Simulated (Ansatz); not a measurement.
ClFH2OSeZr (`[OH][Zr]([F])([Cl])[SeH]`), charge 0, multiplicity 1.

Question: Give a relaxed structure at PBE0-D4/def2-TZVP (the Gaussian-basis code of Ansatz). (Estimate.)

Answer: Ansatz gave: 
```xyz
7

O     0.126   -1.056   -1.527
Zr   -0.316   -0.162    0.073
F    -1.987    0.725   -0.039
Cl   -0.390   -1.648    1.890
Se    1.556    1.578    0.403
H     0.236   -1.581   -2.316
H     0.775    2.144    1.517
```
